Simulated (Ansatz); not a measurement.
Basis sets compared for the cluster SiTe₄ (the lowest singlet isomer of a short search). Total charge 0; singlet. Geometry r2SCAN-D4/def2-SVP. Ansatz on 4 threads of Arm Neoverse V1 on a shared host; times are rough, and most runs start from earlier orbitals.

```xyz
5

Si   -0.1510   -1.9957    0.8373
Te   -1.1906    1.8351   -0.5274
Te    1.3458   -1.3180   -1.0243
Te   -1.4473   -0.0138    1.5822
Te    1.4431    1.4925   -0.8678
```

In the def2 sets Te takes a core potential; there is no spin–orbit coupling. The structure comes from a short search, and lower isomers may exist.

Binding counts from free atoms (Si triplet, Te triplet) in the same basis, without a counterpoise term.

```json
{"level": "PBE-D4/def2-SVP", "functions": "122", "energy (Eh)": "-1361.4401", "HOMO (eV)": "-5.08", "LUMO (eV)": "-3.74", "binding per atom (eV)": "2.52", "wall time": "1.7 s"}
{"level": "PBE-D4/def2-TZVP", "functions": "237", "energy (Eh)": "-1361.5853", "HOMO (eV)": "-5.11", "LUMO (eV)": "-3.73", "binding per atom (eV)": "2.56", "wall time": "3.8 s"}
{"level": "r2SCAN-D4/def2-TZVP (with forces)", "functions": "237", "energy (Eh)": "-1362.1239", "HOMO (eV)": "-5.32", "LUMO (eV)": "-3.73", "binding per atom (eV)": "2.34", "wall time": "11 s"}
{"level": "PBE0-D4/def2-SVP", "functions": "122", "energy (Eh)": "-1361.5214", "HOMO (eV)": "-6.02", "LUMO (eV)": "-3.16", "binding per atom (eV)": "2.32", "wall time": "3.3 s"}
{"level": "PBE0-D4/def2-TZVP", "functions": "237", "energy (Eh)": "-1361.6648", "HOMO (eV)": "-6.00", "LUMO (eV)": "-3.11", "binding per atom (eV)": "2.38", "wall time": "10 s"}
```

(1) Estimate the rows for PBE-D4/def2-TZVPD, r2SCAN-D4/def2-TZVPD, PBE0-D4/def2-TZVPD.

Answers

(1) 
| level | functions | energy (Eh) | HOMO (eV) | LUMO (eV) | binding per atom (eV) | wall time |
| --- | --- | --- | --- | --- | --- | --- |
| PBE-D4/def2-TZVPD | 279 | -1361.5866 | -5.14 | -3.75 | 2.56 | 6 s |
| r2SCAN-D4/def2-TZVPD | 279 | -1362.1253 | -5.33 | -3.74 | 2.34 | 13 s |
| PBE0-D4/def2-TZVPD | 279 | -1361.6660 | -6.02 | -3.13 | 2.38 | 12 s |
